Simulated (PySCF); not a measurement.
Cl₂FHSSi, SMILES F[Si](S)(Cl)Cl.

Geometry: B3LYP-D3(BJ)/def2-SVP. This is a generated structure with no PubChem entry under its InChIKey; it may be hypothetical. The values are those of a single conformer.

Method: TDDFT-PBE/def2-SVPD (PySCF).

Vertical excitations. 

Q: Give excitation energies, oscillator strengths and character. (Estimate from the structure and the level; the computed values follow.)

A: 
```csv
state,energy (eV),λ (nm),f,main pairs
S1,5.57,222,0.012,HOMO→LUMO 99 %
S2,6.07,204,0.006,HOMO→LUMO+1 99 %
S3,6.63,187,0.009,HOMO→LUMO+2 91 %
S4,6.78,183,0.011,HOMO−1→LUMO 96 %
S5,6.94,179,0.003,"HOMO−2→LUMO 78 %, HOMO→LUMO+3 19 %"
S6,7.02,177,0.003,"HOMO−3→LUMO 57 %, HOMO→LUMO+3 36 %"
S7,7.12,174,0.011,"HOMO→LUMO+4 70 %, HOMO−1→LUMO+1 13 %"
S8,7.15,173,0.008,HOMO−1→LUMO+1 85 %
S9,7.30,170,0.051,"HOMO−2→LUMO+1 43 %, HOMO→LUMO+3 13 %, HOMO→LUMO+4 12 %, HOMO−3→LUMO 11 %"
S10,7.40,168,0.030,"HOMO−2→LUMO+1 51 %, HOMO−4→LUMO 18 %"
T1,5.23,237,0,HOMO→LUMO 99 %
T2,5.67,219,0,HOMO→LUMO+1 99 %
T3,6.35,195,0,HOMO→LUMO+2 88 %
T4,6.46,192,0,HOMO−1→LUMO 96 %
```
Triplets are in the Tamm–Dancoff approximation, which puts them higher than full response would, so one can lie above its singlet here.
